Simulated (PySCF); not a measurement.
Cl₂F₂Si, singlet, geometry from GFN2-xTB; CASSCF(6,8)/6-31G in PySCF.

The PySCF input:
```python
from pyscf import gto, scf, mcscf
import numpy

mol = gto.M(
    atom='''
F    -0.11373978   -1.27746000    1.21638036
Si   -0.03460905   -0.24988417   -0.00145359
F    -0.23580428   -1.24631716   -1.23106127
Cl   -1.55796649    1.00101974    0.09044015
Cl    1.77152080    0.54088454   -0.08147083
''',
    basis='6-31g',
    verbose=4,
)

mf = scf.RHF(mol)
mf.kernel()
mc = mcscf.CASSCF(mf, 8, 6)
mc.fix_spin_(ss=0.0)
mc.kernel()
occ = numpy.linalg.eigvalsh(mc.fcisolver.make_rdm1(mc.ci, mc.ncas, mc.nelecas))[::-1]
ss = mc.fcisolver.spin_square(mc.ci, mc.ncas, mc.nelecas)[0]
print('natural occupations', occ.round(4), ' <S^2>', round(ss, 4))
```

What the program printed (banner, timings and long lists left out):

```
PySCF version 2.14.0

[INPUT] verbose = 4
[INPUT] num. atoms = 5
[INPUT] num. electrons = 66
[INPUT] charge = 0
[INPUT] spin (= nelec alpha-beta = 2S) = 0
[INPUT] symmetry False subgroup None
[INPUT] Mole.unit = angstrom
[INPUT] Symbol           X                Y                Z      unit          X                Y                Z       unit  Magmom
[...]
nuclear repulsion = 384.955750542941
number of shells = 31
number of NR pGTOs = 182
number of NR cGTOs = 57
basis = 6-31g
ecp = {}

******** <class 'pyscf.scf.hf.RHF'> ********
method = RHF
initial guess = minao
damping factor = 0
level_shift factor = 0
DIIS = <class 'pyscf.scf.diis.CDIIS'>
diis_start_cycle = 1
diis_space = 8
diis_damp = 0
SCF conv_tol = 1e-09
SCF conv_tol_grad = None
SCF max_cycles = 50
direct_scf = True
direct_scf_tol = 1e-13
Set gradient conv threshold to 3.16228e-05
Initial guess from minao.
init E= -1407.57526909583
[...]
cycle= 1 E= -1406.67072735613  delta_E= 0.905  |g|= 0.637  |ddm|= 2.22
[...]
cycle= 2 E= -1406.75742876085  delta_E= -0.0867  |g|= 0.351  |ddm|= 1.12
[...]
cycle= 3 E= -1406.77695141209  delta_E= -0.0195  |g|= 0.0379  |ddm|= 0.255
[...]
cycle= 4 E= -1406.77740250459  delta_E= -0.000451  |g|= 0.00977  |ddm|= 0.0575
[...]
cycle= 5 E= -1406.77745171819  delta_E= -4.92e-05  |g|= 0.00242  |ddm|= 0.0228
[...]
cycle= 6 E= -1406.77745482654  delta_E= -3.11e-06  |g|= 0.000556  |ddm|= 0.00522
[...]
cycle= 7 E= -1406.77745501429  delta_E= -1.88e-07  |g|= 8.4e-05  |ddm|= 0.00141
[...]
cycle= 8 E= -1406.77745501939  delta_E= -5.1e-09  |g|= 1.89e-05  |ddm|= 0.000244
[...]
cycle= 9 E= -1406.77745501968  delta_E= -2.88e-10  |g|= 2.44e-06  |ddm|= 6.74e-05
[...]
Extra cycle  E= -1406.77745501968  delta_E= 9.09e-13  |g|= 9.68e-07  |ddm|= 5.65e-06
converged SCF energy = -1406.77745501968

******** <class 'pyscf.mcscf.mc1step.CASSCF'> ********
CAS (3e+3e, 8o), ncore = 30, nvir = 19
max_cycle_macro = 50
max_cycle_micro = 4
conv_tol = 1e-07
conv_tol_grad = None
orbital rotation max_stepsize = 0.02
orbital rotation threshold for CI restart = 0.01
augmented hessian ah_max_cycle = 30
augmented hessian ah_conv_tol = 1e-12
augmented hessian ah_linear dependence = 1e-14
augmented hessian ah_level shift = 1e-08
augmented hessian ah_start_tol = 2.5
augmented hessian ah_start_cycle = 3
augmented hessian ah_grad_trust_region = 3
kf_trust_region = 3
kf_interval = 4
ci_response_space = 4
ci_grad_trust_region = 3
with_dep4 0
natorb = False
canonicalization = True
sorting_mo_energy = False
ao2mo_level = 2
internal_rotation = False
******** <class 'pyscf.fci.addons.SpinPenaltyFCISolver'> ********
max. cycles = 50
conv_tol = 1e-08
davidson only = True
linear dependence = 1e-12
level shift = 0.001
max iter space = 12
nroots = 1
pspace_size = 400
spin = None
CASCI E = -1406.78014258547  S^2 = 0.0000000
Set conv_tol_grad to 0.000316228
macro iter   1 ( 21 JK    4 micro), CASSCF E = -1406.78462600262  dE = -4.48341714e-03  S^2 = 0.0000000
               |grad[o]|=0.00696  |grad[c]|=0.0337  |ddm|=0.0098  |maxRot[o]|=0.315
macro iter   2 ( 21 JK    4 micro), CASSCF E = -1406.78724519044  dE = -2.61918783e-03  S^2 = 0.0000000
               |grad[o]|=0.00938  |grad[c]|=0.0427  |ddm|=0.00301  |maxRot[o]|=0.216
macro iter   3 ( 21 JK    4 micro), CASSCF E = -1406.78915170508  dE = -1.90651463e-03  S^2 = 0.0000000
               |grad[o]|=0.00664  |grad[c]|=0.0176  |ddm|=0.00204  |maxRot[o]|=0.266
macro iter   4 ( 21 JK    4 micro), CASSCF E = -1406.79143813414  dE = -2.28642906e-03  S^2 = 0.0000000
               |grad[o]|=0.00516  |grad[c]|=0.0177  |ddm|=0.00781  |maxRot[o]|=0.206
macro iter   5 ( 21 JK    4 micro), CASSCF E = -1406.79502306846  dE = -3.58493432e-03  S^2 = 0.0000000
               |grad[o]|=0.0068  |grad[c]|=0.049  |ddm|=0.0335  |maxRot[o]|=0.248
macro iter   6 ( 21 JK    4 micro), CASSCF E = -1406.79645426276  dE = -1.43119430e-03  S^2 = 0.0000000
               |grad[o]|=0.0112  |grad[c]|=0.0148  |ddm|=0.0103  |maxRot[o]|=0.166
macro iter   7 ( 17 JK    4 micro), CASSCF E = -1406.79701671371  dE = -5.62450954e-04  S^2 = 0.0000000
               |grad[o]|=0.00821  |grad[c]|=0.0528  |ddm|=0.0057  |maxRot[o]|=0.127
macro iter   8 (  7 JK    2 micro), CASSCF E = -1406.79764894652  dE = -6.32232811e-04  S^2 = 0.0000000
               |grad[o]|=0.00776  |grad[c]|=0.0013  |ddm|=0.00487  |maxRot[o]|=0.0698
macro iter   9 (  7 JK    2 micro), CASSCF E = -1406.79806520334  dE = -4.16256815e-04  S^2 = 0.0000000
               |grad[o]|=0.00617  |grad[c]|=0.00335  |ddm|=0.00439  |maxRot[o]|=0.0636
macro iter  10 ( 17 JK    4 micro), CASSCF E = -1406.79827598961  dE = -2.10786270e-04  S^2 = 0.0000000
               |grad[o]|=0.0055  |grad[c]|=0.0187  |ddm|=0.0048  |maxRot[o]|=0.124
macro iter  11 ( 12 JK    3 micro), CASSCF E = -1406.79831460720  dE = -3.86175943e-05  S^2 = 0.0000000
               |grad[o]|=0.005  |grad[c]|=0.00828  |ddm|=0.0016  |maxRot[o]|=0.0685
macro iter  12 (  7 JK    2 micro), CASSCF E = -1406.79898120309  dE = -6.66595886e-04  S^2 = 0.0000000
               |grad[o]|=0.00524  |grad[c]|=0.00861  |ddm|=0.00794  |maxRot[o]|=0.0697
macro iter  13 (  7 JK    2 micro), CASSCF E = -1406.80004731490  dE = -1.06611182e-03  S^2 = 0.0000000
               |grad[o]|=0.00538  |grad[c]|=0.0129  |ddm|=0.00752  |maxRot[o]|=0.0697
macro iter  14 (  7 JK    2 micro), CASSCF E = -1406.80137498776  dE = -1.32767286e-03  S^2 = 0.0000000
               |grad[o]|=0.007  |grad[c]|=0.0129  |ddm|=0.0069  |maxRot[o]|=0.0697
macro iter  15 ( 21 JK    4 micro), CASSCF E = -1406.80194187400  dE = -5.66886238e-04  S^2 = 0.0000000
               |grad[o]|=0.00896  |grad[c]|=0.0259  |ddm|=0.00793  |maxRot[o]|=0.0818
macro iter  16 ( 21 JK    4 micro), CASSCF E = -1406.80211369267  dE = -1.71818667e-04  S^2 = 0.0000000
               |grad[o]|=0.00984  |grad[c]|=0.0229  |ddm|=0.00719  |maxRot[o]|=0.0513
macro iter  17 ( 21 JK    4 micro), CASSCF E = -1406.80221905034  dE = -1.05357670e-04  S^2 = 0.0000000
[...]
macro iter  22 ( 21 JK    4 micro), CASSCF E = -1406.80260194552  dE = -9.69239816e-05  S^2 = 0.0000000
               |grad[o]|=0.00814  |grad[c]|=0.0216  |ddm|=0.00943  |maxRot[o]|=0.0232
macro iter  23 ( 21 JK    4 micro), CASSCF E = -1406.80271251569  dE = -1.10570173e-04  S^2 = 0.0000000
               |grad[o]|=0.00796  |grad[c]|=0.0214  |ddm|=0.00976  |maxRot[o]|=0.0252
macro iter  24 ( 21 JK    4 micro), CASSCF E = -1406.80283571005  dE = -1.23194359e-04  S^2 = 0.0000000
               |grad[o]|=0.00779  |grad[c]|=0.0213  |ddm|=0.0101  |maxRot[o]|=0.0283
macro iter  25 ( 21 JK    4 micro), CASSCF E = -1406.80296935960  dE = -1.33649544e-04  S^2 = 0.0000000
               |grad[o]|=0.0076  |grad[c]|=0.0212  |ddm|=0.0104  |maxRot[o]|=0.0318
macro iter  26 ( 21 JK    4 micro), CASSCF E = -1406.80310976378  dE = -1.40404184e-04  S^2 = 0.0000000
               |grad[o]|=0.00741  |grad[c]|=0.0212  |ddm|=0.0105  |maxRot[o]|=0.0347
macro iter  27 ( 21 JK    4 micro), CASSCF E = -1406.80325163149  dE = -1.41867713e-04  S^2 = 0.0000000
               |grad[o]|=0.00721  |grad[c]|=0.0211  |ddm|=0.0106  |maxRot[o]|=0.0366
macro iter  28 ( 21 JK    4 micro), CASSCF E = -1406.80338957767  dE = -1.37946174e-04  S^2 = 0.0000000
               |grad[o]|=0.00702  |grad[c]|=0.021  |ddm|=0.0108  |maxRot[o]|=0.0374
macro iter  29 ( 21 JK    4 micro), CASSCF E = -1406.80351867352  dE = -1.29095850e-04  S^2 = 0.0000000
               |grad[o]|=0.00684  |grad[c]|=0.0209  |ddm|=0.0109  |maxRot[o]|=0.0372
macro iter  30 ( 21 JK    4 micro), CASSCF E = -1406.80363546318  dE = -1.16789663e-04  S^2 = 0.0000000
               |grad[o]|=0.00668  |grad[c]|=0.0208  |ddm|=0.0109  |maxRot[o]|=0.0361
macro iter  31 ( 21 JK    4 micro), CASSCF E = -1406.80373844873  dE = -1.02985553e-04  S^2 = 0.0000000
               |grad[o]|=0.00654  |grad[c]|=0.0207  |ddm|=0.0108  |maxRot[o]|=0.0342
macro iter  32 ( 21 JK    4 micro), CASSCF E = -1406.80382751084  dE = -8.90621095e-05  S^2 = 0.0000000
               |grad[o]|=0.00643  |grad[c]|=0.0205  |ddm|=0.0108  |maxRot[o]|=0.032
macro iter  33 ( 21 JK    4 micro), CASSCF E = -1406.80390267255  dE = -7.51617074e-05  S^2 = 0.0000000
               |grad[o]|=0.00634  |grad[c]|=0.0204  |ddm|=0.0107  |maxRot[o]|=0.0295
macro iter  34 ( 21 JK    4 micro), CASSCF E = -1406.80396478514  dE = -6.21125882e-05  S^2 = 0.0000000
               |grad[o]|=0.00627  |grad[c]|=0.0203  |ddm|=0.0106  |maxRot[o]|=0.0273
macro iter  35 ( 21 JK    4 micro), CASSCF E = -1406.80401497184  dE = -5.01866966e-05  S^2 = 0.0000000
               |grad[o]|=0.00621  |grad[c]|=0.0201  |ddm|=0.0105  |maxRot[o]|=0.0253
macro iter  36 ( 21 JK    4 micro), CASSCF E = -1406.80405443322  dE = -3.94613878e-05  S^2 = 0.0000000
               |grad[o]|=0.00617  |grad[c]|= 0.02  |ddm|=0.0104  |maxRot[o]|=0.0232
macro iter  37 ( 21 JK    4 micro), CASSCF E = -1406.80408440385  dE = -2.99706210e-05  S^2 = 0.0000000
               |grad[o]|=0.00614  |grad[c]|=0.0199  |ddm|=0.0103  |maxRot[o]|=0.021
macro iter  38 ( 21 JK    4 micro), CASSCF E = -1406.80410605356  dE = -2.16497106e-05  S^2 = 0.0000000
               |grad[o]|=0.00612  |grad[c]|=0.0198  |ddm|=0.0102  |maxRot[o]|=0.019
macro iter  39 ( 21 JK    4 micro), CASSCF E = -1406.80412052615  dE = -1.44725916e-05  S^2 = 0.0000000
               |grad[o]|=0.00611  |grad[c]|=0.0197  |ddm|=0.0102  |maxRot[o]|=0.0171
macro iter  40 ( 21 JK    4 micro), CASSCF E = -1406.80412893360  dE = -8.40745179e-06  S^2 = 0.0000000
               |grad[o]|=0.0061  |grad[c]|=0.0196  |ddm|=0.0102  |maxRot[o]|=0.0154
macro iter  41 ( 21 JK    4 micro), CASSCF E = -1406.80413229123  dE = -3.35762820e-06  S^2 = 0.0000000
               |grad[o]|=0.0061  |grad[c]|=0.0195  |ddm|=0.0101  |maxRot[o]|=0.0138
macro iter  42 ( 21 JK    4 micro), CASSCF E = -1406.80413150966  dE =  7.81570179e-07  S^2 = 0.0000000
               |grad[o]|=0.00611  |grad[c]|=0.0194  |ddm|=0.0101  |maxRot[o]|=0.0124
macro iter  43 ( 21 JK    4 micro), CASSCF E = -1406.80495247707  dE = -8.20967412e-04  S^2 = 0.0000000
               |grad[o]|=0.00611  |grad[c]|=0.00441  |ddm|=0.000942  |maxRot[o]|=0.0484
macro iter  44 ( 12 JK    3 micro), CASSCF E = -1406.80521454609  dE = -2.62069021e-04  S^2 = 0.0000000
               |grad[o]|=0.00556  |grad[c]|=0.00171  |ddm|=0.000733  |maxRot[o]|=0.0216
macro iter  45 ( 21 JK    4 micro), CASSCF E = -1406.80527231853  dE = -5.77724406e-05  S^2 = 0.0000000
               |grad[o]|=0.00515  |grad[c]|=0.0128  |ddm|=0.00483  |maxRot[o]|=0.0179
macro iter  46 ( 21 JK    4 micro), CASSCF E = -1406.80523903338  dE =  3.32851480e-05  S^2 = 0.0000000
               |grad[o]|=0.0048  |grad[c]|=0.0165  |ddm|=0.00817  |maxRot[o]|=0.0105
macro iter  47 ( 17 JK    4 micro), CASSCF E = -1406.80564466651  dE = -4.05633127e-04  S^2 = 0.0000000
               |grad[o]|=0.00504  |grad[c]|=0.00349  |ddm|=0.000951  |maxRot[o]|=0.0262
macro iter  48 ( 12 JK    3 micro), CASSCF E = -1406.80581613000  dE = -1.71463494e-04  S^2 = 0.0000000
               |grad[o]|=0.00481  |grad[c]|=0.00125  |ddm|=0.000622  |maxRot[o]|=0.0156
macro iter  49 ( 21 JK    4 micro), CASSCF E = -1406.80579696949  dE =  1.91605129e-05  S^2 = 0.0000000
               |grad[o]|=0.00448  |grad[c]|=0.0126  |ddm|=0.00491  |maxRot[o]|=0.0115
macro iter  50 ( 21 JK    4 micro), CASSCF E = -1406.80630445474  dE = -5.07485250e-04  S^2 = 0.0000000
               |grad[o]|=0.00437  |grad[c]|=0.0091  |ddm|=0.00558  |maxRot[o]|=0.0342
1-step CASSCF not converged,  50 macro (941 JK 187 micro) steps
CASSCF canonicalization
Density matrix diagonal elements [1.99017363e+00 1.99131705e+00 1.98030983e+00 1.57393535e-02
 9.45331207e-03 1.53113772e-03 7.55950183e-03 3.91618875e-03]
CASSCF energy = -1406.80630445474
CASCI E = -1406.80630445474  E(CI) = -9.20114955576855  S^2 = 0.0000000
natural occupations [1.9923e+00 1.9897e+00 1.9804e+00 1.9600e-02 9.4000e-03 6.1000e-03
 1.4000e-03 1.1000e-03]  <S^2> 0.0
```

Convergence was not reached.
